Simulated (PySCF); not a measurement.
# Atomic charges against the basis set

Species: CH5B3Cl2.
Atom-mapped SMILES: `[BH2:1][CH:2]([BH2:3])[B:4]([Cl:5])[Cl:6]` (hydrogens: H7, H8 on B1; H9 on C2; H10, H11 on B3)

PBE0 throughout (PySCF), one geometry, spherical d and f functions. Geometry: PBE0-D3(BJ)/def2-SVP, one conformer, isolated molecule. Atoms taken as equivalent share a column and are averaged.

Mulliken charges (e):

| basis | functions | B1/B3 | C2 | B4 | Cl5/Cl6 | H7/H8/H10/H11 | H9 |
| --- | --- | --- | --- | --- | --- | --- | --- |
| STO-3G | 43 | +0.167 | -0.349 | +0.324 | -0.151 | -0.028 | +0.105 |
| 6-31G | 72 | +0.185 | -0.657 | -0.002 | +0.017 | +0.007 | +0.224 |
| pcSseg-0 | 72 | +0.199 | -1.264 | +0.539 | -0.150 | +0.081 | +0.302 |
| 6-31G* | 102 | +0.056 | -0.448 | +0.121 | -0.056 | +0.027 | +0.219 |
| cc-pVDZ | 117 | -0.005 | +0.008 | +0.059 | -0.065 | +0.009 | +0.038 |
| def2-SVP | 117 | +0.010 | -0.147 | +0.087 | -0.052 | +0.015 | +0.082 |
| aug-cc-pVDZ | 191 | -1.503 | +0.695 | +0.348 | -0.284 | +0.771 | -0.553 |
| 6-311+G(2d,p) | 208 | +0.060 | -0.347 | +0.306 | -0.168 | +0.027 | +0.147 |
| def2-TZVP | 228 | -0.098 | -0.042 | +0.135 | -0.089 | +0.041 | +0.119 |
| cc-pVTZ | 258 | -0.080 | -0.099 | +0.099 | -0.067 | +0.046 | +0.110 |
| IGLO-III | 278 | +0.116 | -0.426 | +0.228 | -0.080 | -0.011 | +0.170 |

IAO charges (e):

```csv
basis,functions,B1/B3,C2,B4,Cl5/Cl6,H7/H8/H10/H11,H9
STO-3G,43,+0.101,-0.493,+0.084,-0.012,+0.017,+0.164
6-31G,72,+0.067,-0.505,+0.148,-0.038,+0.029,+0.182
pcSseg-0,72,+0.065,-0.504,+0.156,-0.039,+0.029,+0.182
6-31G*,102,+0.085,-0.512,+0.186,-0.050,+0.020,+0.176
cc-pVDZ,117,+0.071,-0.506,+0.194,-0.051,+0.024,+0.176
def2-SVP,117,+0.079,-0.507,+0.189,-0.045,+0.020,+0.173
aug-cc-pVDZ,191,+0.072,-0.512,+0.197,-0.053,+0.025,+0.179
"6-311+G(2d,p)",208,+0.074,-0.516,+0.192,-0.050,+0.024,+0.180
def2-TZVP,228,+0.074,-0.516,+0.196,-0.051,+0.024,+0.179
cc-pVTZ,258,+0.073,-0.517,+0.199,-0.052,+0.024,+0.180
IGLO-III,278,+0.073,-0.517,+0.190,-0.048,+0.024,+0.180
```

Hirshfeld charges (e):

```
        basis  functions   B1/B3      C2      B4  Cl5/Cl6  H7/H8/H10/H11      H9
       STO-3G         43  +0.175  -0.137  +0.296   -0.147         -0.061  +0.029
        6-31G         72  +0.149  -0.190  +0.173   -0.065         -0.050  +0.050
     pcSseg-0         72  +0.152  -0.209  +0.165   -0.045         -0.053  +0.042
       6-31G*        102  +0.150  -0.188  +0.187   -0.072         -0.052  +0.052
      cc-pVDZ        117  +0.150  -0.214  +0.174   -0.050         -0.053  +0.052
     def2-SVP        117  +0.149  -0.222  +0.168   -0.039         -0.054  +0.050
  aug-cc-pVDZ        191  +0.147  -0.233  +0.175   -0.045         -0.050  +0.051
6-311+G(2d,p)        208  +0.152  -0.231  +0.167   -0.044         -0.051  +0.051
    def2-TZVP        228  +0.148  -0.227  +0.173   -0.046         -0.051  +0.051
      cc-pVTZ        258  +0.149  -0.224  +0.175   -0.048         -0.051  +0.052
     IGLO-III        278  +0.145  -0.234  +0.166   -0.034         -0.050  +0.049
```

ESP-fitted charges (e):

| basis | functions | B1/B3 | C2 | B4 | Cl5/Cl6 | H7/H8/H10/H11 | H9 |
| --- | --- | --- | --- | --- | --- | --- | --- |
| STO-3G | 43 | +0.294 | -0.127 | +0.456 | -0.218 | -0.119 | -0.005 |
| 6-31G | 72 | +0.322 | -0.156 | +0.279 | -0.156 | -0.123 | +0.035 |
| pcSseg-0 | 72 | +0.384 | -0.366 | +0.430 | -0.193 | -0.130 | +0.074 |
| 6-31G* | 102 | +0.267 | +0.014 | +0.109 | -0.098 | -0.114 | -0.005 |
| cc-pVDZ | 117 | +0.234 | +0.087 | +0.062 | -0.079 | -0.108 | -0.028 |
| def2-SVP | 117 | +0.238 | +0.082 | +0.053 | -0.071 | -0.110 | -0.029 |
| aug-cc-pVDZ | 191 | +0.272 | +0.021 | +0.089 | -0.088 | -0.117 | -0.011 |
| 6-311+G(2d,p) | 208 | +0.255 | +0.061 | +0.037 | -0.072 | -0.112 | -0.017 |
| def2-TZVP | 228 | +0.253 | +0.074 | +0.042 | -0.072 | -0.114 | -0.022 |
| cc-pVTZ | 258 | +0.257 | +0.052 | +0.062 | -0.078 | -0.114 | -0.017 |
| IGLO-III | 278 | +0.253 | +0.083 | +0.018 | -0.064 | -0.114 | -0.025 |

Some averages cover members that differ in this geometry, most widely: Cl5/Cl6, Mulliken in aug-cc-pVDZ -0.342 to -0.227; Cl5/Cl6, Mulliken in 6-311+G(2d,p) -0.205 to -0.131; H7/H8/H10/H11, Mulliken in pcSseg-0 +0.059 to +0.104; H7/H8/H10/H11, Mulliken in cc-pVTZ +0.024 to +0.069 e.

Task: Which scheme is steadiest as the basis changes?

Result: Largest range over the bases for any column: IAO 0.11 e, Hirshfeld 0.13 e, ESP-fitted 0.45 e, Mulliken 1.96 e. IAO charges move least and Mulliken charges most, counted in e. Without the minimal STO-3G basis the ranges are IAO 0.05, Hirshfeld 0.05, ESP-fitted 0.45, Mulliken 1.96 e.

Task: How much do the charges still move between the two largest bases, cc-pVTZ and IGLO-III?

Result: At most, over all atoms: Mulliken 0.327 e, IAO 0.009 e, Hirshfeld 0.014 e, ESP-fitted 0.043 e.

Task: What do the same runs give for the total energy, the frontier levels and the dipole moment?

Result: 
| basis | energy (Eh) | HOMO (eV) | LUMO (eV) | μ (D) |
| --- | --- | --- | --- | --- |
| STO-3G | -1024.2904 | -7.58 | 0.34 | 1.58 |
| 6-31G | -1035.5528 | -9.12 | -2.16 | 1.55 |
| pcSseg-0 | -1034.3570 | -9.30 | -2.45 | 1.57 |
| 6-31G* | -1035.6160 | -9.00 | -2.03 | 1.23 |
| cc-pVDZ | -1035.6721 | -8.98 | -2.19 | 1.02 |
| def2-SVP | -1035.2872 | -8.94 | -2.18 | 0.91 |
| aug-cc-pVDZ | -1035.6804 | -9.07 | -2.32 | 1.11 |
| 6-311+G(2d,p) | -1035.7110 | -9.07 | -2.32 | 1.08 |
| def2-TZVP | -1035.7197 | -9.05 | -2.28 | 1.02 |
| cc-pVTZ | -1035.7319 | -9.06 | -2.28 | 1.03 |
| IGLO-III | -1035.7169 | -9.02 | -2.29 | 0.99 |

The dipole is fixed by the density alone, so its range of 0.67 D shows that the density itself changes with the basis, not only its division among atoms.
